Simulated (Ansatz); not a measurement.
Reaction (ligand exchange at the Si–Cl bond): `C[SiH](Cl)[GeH3]` + CH₃OH → `CO[SiH](C)[GeH3]` + HCl

Program: Ansatz. Geometries: PBE0-D4/def2-TZVP. ΔE: electronic, gas phase. CCSD(T)/CBS is the MP2 limit (def2-TZVPP, def2-QZVPP) plus CCSD(T) − MP2 in def2-TZVPP, frozen cores. This one scheme is used for every species. DFT in def2-TZVPP. For Ge outer-core shells are correlated without core-valence functions, which leaves a few kJ/mol of doubt a bond. Scalar relativity is left out up to krypton. One conformer a species, not always the lowest.

`C[SiH](Cl)[GeH3]`:

```xyz
11

C    -0.451   -0.899   -1.442
Si    0.747   -0.332   -0.134
Cl    1.363   -1.972    0.969
Ge   -0.218    1.235    1.374
H    -1.339   -1.345   -0.989
H     0.016   -1.642   -2.092
H    -0.764   -0.050   -2.055
H     1.968    0.239   -0.760
H    -0.674    2.496    0.616
H    -1.445    0.618    2.064
H     0.796    1.654    2.449
```

CH₃OH:

Z-matrix (Å, degrees):
```
C
O 1 1.409
H 1 1.097 2 112.4
H 1 1.090 2 107.0 3 -118.5
H 1 1.097 2 112.4 3 123.0
H 2 0.959 1 108.5 3 -61.6
```

`CO[SiH](C)[GeH3]`:

```xyz
15

C    -1.365    1.494   -1.213
O    -0.126    1.303   -0.574
Si    0.114    0.168    0.598
C     1.852    0.393    1.220
Ge   -0.226   -2.039   -0.256
H    -1.277    2.351   -1.882
H    -2.164    1.699   -0.490
H    -1.652    0.619   -1.807
H    -0.875    0.381    1.700
H     2.066   -0.316    2.023
H     2.575    0.232    0.418
H     1.988    1.405    1.609
H    -1.632   -2.224   -0.858
H    -0.072   -3.082    0.867
H     0.796   -2.385   -1.356
```

HCl:

Cartesian coordinates in Å:
```
Cl -0.219 0.167 0.577
H 0.219 -0.167 -0.577
```

| level | ΔE (eV) |
| --- | --- |
| BLYP-D4 | 0.05 |
| r2SCAN0-D4 | 0.11 |
| CAM-B3LYP | 0.05 |
| SCS-MP2/def2-TZVPP | 0.06 |

(1) What does CCSD(T)/CBS give? (Best estimate.)

Largest T1 diagnostic among the species: 0.012.

## Answers

(1) Ansatz gave: +0.09 eV. The listed levels differ from it by -0.04, 0.02, -0.04, -0.03 eV.

Leaving LDA and LC-ωPBE aside and taking each functional with its dispersion term where it has one, the values, not all of them listed here, spread over 0.13 eV, from CAM-B3LYP-D4 to HSE06-D4. LDA lies −0.10 eV from PBE without D4. The D4 term adds −0.04 eV with B3LYP and −0.02 eV with PBE0; it sums over pairs of atoms, weighted by their polarisabilities, and B3LYP, whose exchange is more repulsive, gets the larger term.

B3LYP here is the variant with VWN-RPA as its local correlation; programs differ in this.
